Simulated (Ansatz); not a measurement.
Reaction (ligand exchange at the Si–N bond): `[OH][GeH2][NH][SiH3]` + `[OH][Al]([F])[F]` → `[F][Al]([F])[O][SiH3]` + `[NH2][GeH2][OH]`

Computed with Ansatz on PBE0-D4/def2-TZVP structures; ΔE is electronic, products minus reactants. CBS: MP2 limit from def2 TZ/QZ plus the TZ coupled-cluster correction, frozen cores. DFT in def2-TZVPP. B3LYP here is the variant with VWN-RPA as its local correlation; programs differ in this. For Ge outer-core shells are correlated without core-valence functions, which leaves a few kJ/mol of doubt a bond. Scalar relativity is left out up to krypton. One conformer a species, not always the lowest.

`[OH][GeH2][NH][SiH3]`:

```xyz
11

O    -1.072   -2.272   -0.638
Ge   -1.165   -0.788    0.341
N     0.495   -0.051    0.568
Si    1.134    1.382   -0.138
H    -0.695   -2.116   -1.507
H    -1.726   -1.295    1.673
H    -2.018    0.281   -0.359
H     1.115   -0.599    1.147
H     1.584    2.365    0.887
H     2.302    1.108   -1.022
H     0.047    1.985   -0.951
```

`[OH][Al]([F])[F]`:

Cartesian coordinates in Å:
```
O -0.670 -0.396 0.968
Al 0.390 0.147 -0.209
F 1.944 0.442 0.198
F -0.074 0.395 -1.760
H -1.591 -0.589 0.803
```

`[F][Al]([F])[O][SiH3]`:

```xyz
8

F    -1.686    1.734   -1.816
Al   -1.437    0.292   -1.089
F    -2.518   -0.901   -1.369
O    -0.130    0.048   -0.101
Si    1.149   -0.230    0.870
H     2.322    0.542    0.386
H     1.480   -1.678    0.864
H     0.819    0.193    2.255
```

`[NH2][GeH2][OH]`:

Cartesian coordinates in Å:
```
N 0.838 1.111 0.147
Ge -0.203 -0.296 -0.346
O -1.390 -0.465 0.970
H 1.535 0.939 0.854
H 1.233 1.651 -0.608
H 0.523 -1.659 -0.461
H -0.889 0.096 -1.666
H -1.647 -1.378 1.110
```

```
        level  ΔE (kJ/mol)
     B3LYP-D4        -45.1
HF/def2-TZVPP        -61.6
```

Task: What does CCSD(T)/CBS give? (Best estimate.)

Result: Ansatz gave: -43.3 kJ/mol. The listed levels differ from it by -1.8, -18.3 kJ/mol.

Largest T1 diagnostic among the species: 0.013.

In def2-TZVPP, CCSD(T) changes the Hartree–Fock value by +19.0 kJ/mol (the triples alone add +3.1 kJ/mol) and MP2 by +20.5 kJ/mol. From PBE to PBE0 (25 % exact exchange), in def2-TZVPP and without D4, ΔE moves by −3.7 kJ/mol.
